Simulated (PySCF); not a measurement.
# `[Cl][GeH]1[O]CC[O]1`, C$_{2}$H$_{5}$ClGeO$_{2}$

Molfile (atoms numbered from 1):
```
C2H5ClGeO2
     RDKit          3D

 11 11  0  0  0  0  0  0  0  0999 V2000
    4.2531    0.9911    1.6004 Cl  0  0  0  0  0  0  0  0  0  0  0  0
    2.7266    0.9977    0.0967 Ge  0  0  0  0  0  4  0  0  0  0  0  0
    1.5414    2.2923    0.3625 O   0  0  0  0  0  0  0  0  0  0  0  0
    0.4675    1.7258    1.0938 C   0  0  0  0  0  0  0  0  0  0  0  0
    0.2934    0.2679    0.6532 C   0  0  0  0  0  0  0  0  0  0  0  0
    1.5709   -0.3070    0.4371 O   0  0  0  0  0  0  0  0  0  0  0  0
    3.3732    1.0228   -1.2824 H   0  0  0  0  0  0  0  0  0  0  0  0
   -0.4439    2.3111    0.8970 H   0  0  0  0  0  0  0  0  0  0  0  0
    0.6810    1.7768    2.1785 H   0  0  0  0  0  0  0  0  0  0  0  0
   -0.2979    0.2197   -0.2803 H   0  0  0  0  0  0  0  0  0  0  0  0
   -0.2360   -0.3148    1.4237 H   0  0  0  0  0  0  0  0  0  0  0  0
  1  2  1  0
  2  3  1  0
  3  4  1  0
  4  5  1  0
  5  6  1  0
  6  2  1  0
  2  7  1  0
  4  8  1  0
  4  9  1  0
  5 10  1  0
  5 11  1  0
M  END
```

Method used: PySCF, GIAO HF/pcSseg-1 magnetisability, rotational g tensor and spin-rotation constants, non-relativistic, gas phase. Geometry: PBE0-D3(BJ)/def2-SVP.

The calculation is non-relativistic, which matters for the atoms heavier than Zn.

Task: How diamagnetic is it, and how anisotropic?

Result: Isotropic -1338 × 10⁻³⁰ J/T², or -80.6 × 10⁻⁶ cm³/mol; principal values -1377, -1361, -1277 × 10⁻³⁰ J/T², anisotropy 93 × 10⁻³⁰ J/T² (root of half the summed squared differences of the principal values). The susceptibility is in cgs units.

Task: Split it along the inertial axes a, b, c into diamagnetic and paramagnetic parts about the centre of mass, with the quadrupole moment.

Result: 
```
axis  χ (10⁻⁶ cm³/mol)  diamagnetic (10⁻⁶ cm³/mol)  paramagnetic (10⁻⁶ cm³/mol)  summed x² of all electrons (Å²)  quadrupole Θ (D Å)
   a             -82.9                      -397.9                        315.0                            161.8               +4.57
   b             -77.0                      -867.5                        790.5                             51.2               -8.51
   c             -82.0                      -903.7                        821.7                             42.6               +3.94
```
Anisotropies 2χaa − χbb − χcc = -6.8 and 2χbb − χaa − χcc = +10.8 × 10⁻⁶ cm³/mol. Θ is traceless in Buckingham's convention.

Task: And the rotational g tensor?

Result: 
| axis | rotational constant (GHz) | g | nuclear part | electronic part |
| --- | --- | --- | --- | --- |
| a | 3.8976 | -0.0290 | 0.5478 | -0.5768 |
| b | 1.4860 | -0.0098 | 0.5421 | -0.5518 |
| c | 1.4249 | -0.0110 | 0.5391 | -0.5501 |

Asymmetric top; isotopes 12C, 35Cl, 74Ge, 1H, 16O; no vibrational averaging.
